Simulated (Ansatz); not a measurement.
```yaml
crystal:
  periodic: [false, false, false]
  atoms:
    - {symbol: O, position_ang: [-1.115814, 3.519349, -3.593971]}
    - {symbol: Ga, position_ang: [1.473354, 3.407952, -0.665597]}
    - {symbol: O, position_ang: [1.455860, 0.142657, 1.510451]}
    - {symbol: Si, position_ang: [-0.343945, -2.955019, 1.605157]}
    - {symbol: H, position_ang: [-2.311699, 1.783164, -3.740430]}
    - {symbol: H, position_ang: [3.623028, 5.935694, 0.003162]}
    - {symbol: H, position_ang: [-2.626664, -3.062507, -0.761740]}
    - {symbol: H, position_ang: [1.698638, -5.469595, 1.157313]}
    - {symbol: H, position_ang: [-1.852780, -3.301739, 4.485678]}
basis:
  gaussian: {orbitals: def2-SVP}
total_charge: 1
magnetization: {spin_polarized: true, initial_magnetization: 1}
hamiltonian: {xc: {name: PBE-QIDH}, pseudopotentials: {relativity: none}}
scf: {lower_state_search: off}
output: {forces: true}
```

```sh
$ ansatz run in.yaml --threads 4 --pin off --events-out ev --progress --plain --max-ram 10444MiB
```

Shortened log:

```
Functional definition: PBE-QIDH
1005 factors; integrals over basis functions are off by at most 9.5e-4 eV
mean field evaluation 1: about -64279.3568 eV, gradient 8.8e1 eV
mean field evaluation 2: about -64279.3928 eV, gradient 8.7e1 eV
mean field evaluation 4: about -64259.3220 eV, gradient 6.6e1 eV
mean field evaluation 8: about -64334.2488 eV, gradient 1.5e1 eV
mean field evaluation 16: about -64352.0547 eV, gradient 9.9e-2 eV
mean field evaluation 32: about -64352.2496 eV, gradient 4.7e-3 eV
mean field -64352.24958581 eV, -2364.9015527572 hartree, gradient 6.8e-8 eV, S^2 5.456763; 0 other end points of the search recorded, 0 dependent functions left out
16 core orbitals not correlated: weight in the atoms' cores, before any rotation towards them, 1.000 or more for the frozen orbitals, at most 0.000 for the correlated occupied ones
reference -64352.24961301 eV, -2364.9015537566 hartree; 17, 16 occupied and 70, 71 virtual orbitals, 1005 factors
second order -12.94143297 eV of doubles, -0.00000000 eV of singles
Total energy: -64356.56342400 eV, -2365.0600833865 hartree
Atom 0 at    -1.115814     3.519349    -3.593971 Å, force    -0.430938    -0.757131     0.035934 eV/Å
Atom 1 at     1.473354     3.407952    -0.665597 Å, force    -0.095504    -0.191532     0.023391 eV/Å
Atom 2 at     1.455860     0.142657     1.510451 Å, force    -0.311650    -0.306669    -0.136602 eV/Å
Atom 3 at    -0.343945    -2.955019     1.605157 Å, force     0.201373     0.489464    -0.103191 eV/Å
Atom 4 at    -2.311699     1.783164    -3.740430 Å, force     0.533460     0.759594     0.075400 eV/Å
Atom 5 at     3.623028     5.935694     0.003162 Å, force    -0.018441    -0.021824    -0.005642 eV/Å
Atom 6 at    -2.626664    -3.062507    -0.761740 Å, force     0.170741     0.022632     0.167545 eV/Å
Atom 7 at     1.698638    -5.469595     1.157313 Å, force    -0.045389     0.015316    -0.008734 eV/Å
Atom 8 at    -1.852780    -3.301739     4.485678 Å, force    -0.003652    -0.009850    -0.048102 eV/Å
Dipole moment:     0.464303     1.287651    -0.355392 e Å
Checks for a lower state left out: starts, cluster_reference, orbital_swaps, neighbouring_geometries, increment
```

In this input the geometry is stretched to more than twice its size. The calculation finished and met its thresholds. The result belongs to that input, not to the molecule as meant.
